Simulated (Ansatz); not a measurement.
Consider the redistribution: `[OH][GeH2][SiH](O)O` + `C=C[SiH](C)S` → `C=C[SiH](O)[GeH2][OH]` + `C[SiH](O)S`.

Gas-phase electronic energies from Ansatz, PBE0-D4/def2-TZVP geometries. CCSD(T)/CBS is the MP2 limit (def2-TZVPP, def2-QZVPP) plus CCSD(T) − MP2 in def2-TZVPP, frozen cores. Functionals use def2-TZVPP. B3LYP here is the variant with VWN-RPA as its local correlation; programs differ in this. For Ge outer-core shells are correlated without core-valence functions, which leaves a few kJ/mol of doubt a bond. Scalar relativity is left out up to krypton. Each species was taken in one conformer, which may not be the lowest.

```csv
level,ΔE (kJ/mol),difference from CCSD(T)/CBS
PBE-D4,3.0,-0.6
r2SCAN-D4,3.1,-0.5
PBE0-D4,3.5,-0.1
ωB97X-V,4.1,0.5
ωB97M-V,3.5,-0.1
B2PLYP,4.7,1.1
PBE,3.7,0.1
r2SCAN,3.3,-0.3
B3LYP,4.7,1.1
HF/def2-TZVPP,6.6,3.0
MP2/def2-TZVPP,4.7,1.1
SCS-MP2/def2-TZVPP,5.0,1.4
CCSD/def2-TZVPP,4.2,0.6
SCS-MP2/def2-QZVPP,5.0,1.4
HF/CBS(def2),6.8,3.2
MP2/CBS(def2),4.5,0.9
CCSD(T)/CBS,3.6,0
```

Largest T1 diagnostic among the species: 0.012.
